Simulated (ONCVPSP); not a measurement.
## Before and after: ONCV potential for Ag (Z = 47)

```
Element                 : silver
Generator               : ONCVPSP 4.0.1
Type                    : optimised norm-conserving Vanderbilt (ONCV)
Functional              : LDA (Perdew-Zunger)
Relativity              : scalar-relativistic
Frozen core             : [Ar] 3d10
Valence charge          : 19
Reference configuration : 4s2 4p6 4d10 5s1
Partial waves           : 4s+5s: rc 1.75 bohr, ncon 4, nbas 9, qcut 6.2 1/bohr, 2 projectors; 4p: rc 1.25 bohr, ncon 4, nbas 8, qcut 13.1 1/bohr, 2 projectors, debl 2.7 Ha; 4d: rc 1.55 bohr, ncon 4, nbas 9, qcut 12 1/bohr, 2 projectors, debl 1.7 Ha; f scattering state at 0.37 Ha: rc 1.70 bohr, ncon 4, nbas 8, qcut 6.2 1/bohr, 2 projectors, debl 2.8 Ha
Local potential         : polynomial inside 0.90 bohr (lpopt 5, dvloc0 0 Ha)
Core correction         : none
```

All-electron outer shells of the reference configuration (LDA (Perdew-Zunger), scalar-relativistic, ld1.x):

| shell | level (eV) | outermost node (bohr) | outermost maximum (bohr) |
| --- | --- | --- | --- |
| 3d | -358.91 | – | 0.27 |
| 4s | -95.08 | 0.44 | 0.82 |
| 4p | -58.67 | 0.44 | 0.87 |
| 4d | -7.66 | 0.43 | 1.04 |
| 5s | -4.72 | 1.11 | 2.49 |

Change: core correction polynomial model core, fcfact 0.65.

Cutoffs: the cutoffs (Ha) at which the residual kinetic energy of the hardest occupied pseudo-wave falls to 1 and 0.1 mHa per electron; they do not see the model core or the augmentation charge, which bear on the density cutoff. Errors are all-electron minus pseudo energies relative to the spin-unpolarised reference configuration.

Predict the effect on cutoff, ghosts and configuration errors.

The potential gets neither clearly harder nor softer (50 Ha and 60 Ha → 50 Ha and 60 Ha); of the 4 tests that both files solve, the error grows in 2 and shrinks in 0 by more than 15 % and 0.3 meV (median size 3.1 → 3.6 meV); neither file shows a bound ghost. A model core, the more so a compact one, raises the density cutoff, which this test does not measure.

```tsv
quantity	base	changed
cutoff, loose	50 Ha	50 Ha
cutoff, tight	60 Ha	60 Ha
bound ghosts	none	none
GHOST(+) flags under 300 eV	s at 65.6 eV	s at 65.6 eV
error for 4s2 4p6 4d10 5s0, meV [ΔE 8.10 eV]	-1.9	-2.6
error for 4s2 4p6 4d9 5s0, meV [ΔE 30.49 eV]	-4.3	-4.7
error for 4s2 4p6 4d8 5s0, meV [ΔE 66.92 eV]	-7.0	-7.5
error for 4s2 4p6 4d9 5s2, meV [ΔE 3.96 eV]	+0.1	-1.6
s: phases at 1.77 bohr within 0.05 rad from the reference energy up to (Ha; the scan ends near 5)	2.0	2.0
p: phases at 1.27 bohr within 0.05 rad from the reference energy up to (Ha; the scan ends near 5)	to the end of the scan	to the end of the scan
d: phases at 1.57 bohr within 0.05 rad from the reference energy up to (Ha; the scan ends near 5)	to the end of the scan	to the end of the scan
f: phases at 1.72 bohr within 0.05 rad from the reference energy up to (Ha; the scan ends near 5)	4.5	4.5
```
